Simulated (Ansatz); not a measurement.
Relaxation of a periodic cell of 38 atoms, H₂₀C₇O₁₁ (contents 3 CH3OH + 4 HCOOH, density as packed 1.14 g/cm³ with natural masses), to a largest force component of 0.3 eV/Å in at most 15 steps.

The calculation used DFT PBE-D3(BJ), scalar-relativistic, plane waves, PAW (Ansatz 0.2.0). Settings: cutoff 420 eV, k mesh 1x1x1, fermi-dirac smearing 0.05 eV, no spin polarisation.

```xyz
38
Lattice="7.4150 0.0000 0.0000 0.0000 7.4150 0.0000 0.0000 0.0000 7.4150" Properties=species:S:1:pos:R:3
C 3.278 3.530 7.080
O 2.641 2.283 7.333
H 4.047 3.334 6.334
H 1.951 2.440 7.997
H 2.584 4.277 6.677
H 3.759 3.941 7.976
C 1.800 2.894 3.341
O 2.993 2.222 3.726
H 1.080 2.117 3.086
H 3.647 2.901 3.957
H 1.384 3.501 4.154
H 1.948 3.534 2.463
C 7.383 5.018 5.877
O 7.172 6.220 5.145
H 8.448 4.799 5.804
H 6.226 6.430 5.199
H 7.121 5.125 6.936
H 6.824 4.172 5.458
O 2.437 7.724 5.793
C 3.469 7.094 5.192
O 3.534 5.901 4.987
H 1.786 7.026 6.015
H 4.236 7.829 4.919
O 4.087 -0.209 0.284
C 5.003 0.363 1.094
O 6.011 -0.176 1.497
H 4.411 -1.116 0.106
H 4.692 1.388 1.329
O 6.065 2.889 2.250
C 6.369 3.086 0.949
O 7.033 2.335 0.267
H 6.485 2.041 2.502
H 5.922 4.027 0.608
O 1.056 7.630 0.932
C 1.762 6.534 1.287
O 1.468 5.393 1.001
H 0.290 7.303 0.416
H 2.638 6.838 1.870
```

Problem. Where does it end, and by what steps?

Solution. It did not converge within its limit. Limits of this set-up: coarse k mesh. After 14 steps the energy has fallen by 2.565 eV; H33 moved furthest, 1.61 Å.

```csv
step,energy less start (eV),largest force component (eV/Å),accepted
0,0.0000,1.287,yes
1,-0.6178,0.739,yes
2,-1.0279,0.915,yes
3,-1.3518,1.043,yes
4,-1.5978,0.705,yes
5,-1.7814,0.531,yes
6,-1.9116,0.535,yes
7,-2.0332,0.362,yes
8,-2.1248,0.307,yes
9,-2.2060,0.699,yes
10,-2.2631,0.783,yes
11,-2.3196,0.737,yes
12,-2.3902,0.815,yes
13,-2.4651,0.804,yes
14,-2.5647,0.781,yes
```

```xyz
38
Lattice="7.4150 0.0000 0.0000 0.0000 7.4150 0.0000 0.0000 0.0000 7.4150" Properties=species:S:1:pos:R:3
C 3.590 3.595 7.147
O 2.834 2.384 7.220
H 4.612 3.311 6.838
H 1.897 2.602 7.417
H 3.189 4.301 6.401
H 3.645 4.102 8.130
C 2.207 3.046 3.660
O 3.540 3.130 3.092
H 1.753 2.147 3.236
H 3.965 3.898 3.510
H 2.236 2.937 4.769
H 1.595 3.944 3.401
C 6.737 4.836 5.251
O 7.213 5.741 4.218
H 7.626 4.403 5.722
H 6.432 6.168 3.807
H 6.153 5.387 6.020
H 6.124 4.023 4.821
O 1.789 7.333 5.060
C 3.053 7.029 4.819
O 3.469 6.033 4.239
H 1.131 6.659 4.700
H 3.712 7.825 5.217
O 4.595 -0.644 0.566
C 4.760 0.275 1.520
O 5.651 0.215 2.365
H 5.320 -1.304 0.654
H 4.026 1.096 1.420
O 6.389 2.726 2.787
C 6.988 3.096 1.662
O 7.381 2.343 0.761
H 6.161 1.743 2.746
H 7.153 4.191 1.626
O 1.480 7.703 1.700
C 1.310 6.395 1.438
O 0.453 5.913 0.695
H 0.797 8.249 1.213
H 2.078 5.804 1.995
```

Time of the run: 54 s on 1 thread of Arm Neoverse V1 (shared host), peak memory 0.41 GiB.
